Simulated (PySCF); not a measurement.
isocyanic acid (CHNO), SMILES N=C=O. Geometry optimised at ωB97X-D3(BJ)/def2-TZVP.

TDA-B3LYP/def2-TZVPD (PySCF) puts the lowest singlet excitations at 6.58, 7.12, 7.74, 7.81, 8.77, 8.81 eV.

Task: What are the lowest excitation roots from ADC(2)/aug-cc-pVDZ in PySCF? (Estimate from the structure and the level; the computed values follow.)

Result: 6.80, 7.12, 7.79, 7.88, 8.81, 9.01 eV. S1 differs by 0.22 eV (second minus first; roots are paired by order, and the bases may differ).
